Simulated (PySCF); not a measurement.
H₆PSi, SMILES [SiH3][PH3+], charge +1.

The structure is a stationary point at B3LYP-D3(BJ)/def2-TZVP. The isomer is the one that the SMILES or the coordinates give; other isomers of the formula were not compared.

The numbers are results of M06-2X/def2-TZVPD run with PySCF, not measurements.

The molecule is in vacuum.

- total energy: -634.13180 hartree
- point group: C3v
- highest occupied level: -16.62 eV
- lowest empty level: -4.80 eV
- orbital gap: 11.82 eV
- dipole moment about the centre of nuclear charge: 1.57 D
- mean static polarisability: 48.0 bohr³ (7.11 Å³)
- polarisability, principal values: 42.9, 42.9, 58.1 bohr³
